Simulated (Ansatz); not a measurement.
A run for Ansatz (a quantum-chemistry and plane-wave program): R-CCSD(T)/def2-TZVPPD on HKO (SMILES [OH][K]), atoms moved off the minimum. Files ending in .json are basis or fitting sets from the Basis Set Exchange.

Ansatz 0.2 input:
```yaml
crystal:
  periodic: [false, false, false]
  atoms:
    - {symbol: K, position_ang: [-0.31904024, 0.00265651, -0.85175788]}
    - {symbol: O, position_ang: [-0.04029495, -0.04250137, 1.45312132]}
    - {symbol: H, position_ang: [-0.01039380, 0.03671188, 2.42311908]}
basis:
  gaussian:
    orbitals: def2-TZVPPD.json
magnetization: {spin_polarized: false}
correlation: {method: ccsd_t, electrons: outside_noble_gas}
scf: {lower_state_search: off}
output: {forces: true}
```

Program output:

```
WARN ansatz: RAYON_NUM_THREADS=1 ignored (pool sized by the plan → 1); use --threads N
Functional definition: HF
these checks for a lower state are left out or cut short: starts, cluster_reference, orbital_swaps, neighbouring_geometries, increment
integrals: 0.09 GiB planned
676 factors; integrals over basis functions are off by at most 1.1e-3 eV
mean field: 0.15 GiB planned
mean field evaluation 1: about -18353.2223 eV, gradient 5.0e1 eV
mean field evaluation 2: about -18353.2237 eV, gradient 5.0e1 eV
mean field evaluation 4: about -18357.8765 eV, gradient 1.8e0 eV
mean field evaluation 8: about -18357.8875 eV, gradient 9.1e-2 eV
mean field -18357.88757877 eV, -674.6399250966 hartree, gradient 1.7e-6 eV, S^2 0.000000; 0 other end points of the search recorded, 0 dependent functions left out
10 core orbitals not correlated, not the lowest: weight in the atoms' cores, before any rotation towards them, 0.957 or more for the frozen orbitals, at most 0.038 for the correlated occupied ones
reference -18357.88757877 eV, -674.6399250966 hartree; 4, 4 occupied and 79, 79 virtual orbitals, 676 factors
densities: 0.33 GiB planned
second order -7.53128040 eV of doubles, -0.00000000 eV of singles
coupled cluster: 0.24 GiB planned
cycle   1  -7.24015127 eV  change    2.9e-1 eV  update   8.1e-2
cycle   2  -7.42061983 eV  change   -1.8e-1 eV  update   3.0e-2
cycle   3  -7.47854377 eV  change   -5.8e-2 eV  update   1.3e-2
cycle   4  -7.47650743 eV  change    2.0e-3 eV  update   4.5e-3
cycle   5  -7.47339179 eV  change    3.1e-3 eV  update   2.1e-3
cycle   6  -7.47336530 eV  change    2.6e-5 eV  update   8.5e-4
cycle   7  -7.47342099 eV  change   -5.6e-5 eV  update   3.7e-4
cycle   8  -7.47329654 eV  change    1.2e-4 eV  update   1.8e-4
cycle   9  -7.47324455 eV  change    5.2e-5 eV  update   5.6e-5
cycle  10  -7.47326571 eV  change   -2.1e-5 eV  update   2.6e-5
cycle  11  -7.47326763 eV  change   -1.9e-6 eV  update   1.2e-5
cycle  12  -7.47325557 eV  change    1.2e-5 eV  update   5.6e-6
cycle  13  -7.47326013 eV  change   -4.6e-6 eV  update   2.5e-6
perturbative correction -0.28105828 eV, -0.0103287014 hartree
the calculation of the forces begins
Total energy: -18365.64189718 eV, -674.9248910422 hartree
Atom 0 at    -0.319040     0.002657    -0.851758 Å, force     0.035835    -0.017495     0.195799 eV/Å
Atom 1 at    -0.040295    -0.042501     1.453121 Å, force    -0.037376     0.122389     0.691228 eV/Å
Atom 2 at    -0.010394     0.036712     2.423119 Å, force     0.001541    -0.104894    -0.887027 eV/Å
Dipole moment:    -0.224382     0.053693    -1.706251 e Å
Checks for a lower state left out: starts, cluster_reference, orbital_swaps, neighbouring_geometries, increment
```

Self-consistency was reached.

Cost: very roughly 7 core-seconds.
